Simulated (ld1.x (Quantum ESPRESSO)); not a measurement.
## Cl: one change to a TM semilocal potential, before and after

| Property | Result |
| --- | --- |
| Element | Cl (Z = 17) |
| Generator | ld1.x (Quantum ESPRESSO) 7.5 |
| Type | norm-conserving Troullier–Martins (semilocal form) |
| Functional | PBE |
| Relativity | scalar-relativistic |
| Frozen core | [Ne] |
| Valence charge | 7 |
| Reference configuration | 3s2 3p5 |
| Partial waves | 3p (bound): rc 1.50 bohr; 3d channel at 0.35 Ry: rc 1.35 bohr; 3s (bound): rc 1.25 bohr |
| Local potential | the s channel |
| Core correction | none |

Change: wave 3p (bound): rc 1.50 bohr becomes 3p (bound): rc 1.86 bohr.

Cutoffs: the cutoffs (Ry, on a coarse ladder) from which the occupation-weighted sum of valence levels, in a spherical-Bessel basis at the reference potential, stays within 10 and 1 mRy of its value at 400 Ry; they do not see the model core or the augmentation charge, which bear on the density cutoff. Errors are all-electron minus pseudo energies relative to the spin-unpolarised reference configuration.

Q: What does the change do?

A: The potential gets neither clearly harder nor softer (50 Ry and 80 Ry → 50 Ry and 70 Ry); of the 7 tests that both files solve, the error grows in 3 and shrinks in 0 by more than 15 % and 0.3 meV (median size 1.6 → 2.2 meV); neither file shows a bound ghost. More of the atom is replaced by a form fitted at one configuration, so other configurations suffer. A semilocal file is local in each channel, so a ghost entry of none says nothing of the separable form that plane-wave codes build from it.

| quantity | base | changed |
| --- | --- | --- |
| cutoff, loose | 50 Ry | 50 Ry |
| cutoff, tight | 80 Ry | 70 Ry |
| bound ghosts | none | none |
| error for 3s2 3p4, meV [ΔE 13.88 eV] | +1.6 | +2.2 |
| error for 3s2 3p3, meV [ΔE 39.32 eV] | +16 | +17 |
| error for 3s2 3p2, meV [ΔE 77.63 eV] | +64 | +59 |
| error for 3s2 3p4.5, meV [ΔE 5.58 eV] | 0.0 | +0.1 |
| error for 3s2 3p5.3, meV [ΔE -2.14 eV] | +0.3 | +0.4 |
| error for 3s1 3p6, meV [ΔE 12.15 eV] | -0.7 | +1.0 |
| error for 3s1 3p5, meV [ΔE 26.58 eV] | +2.5 | +6.8 |
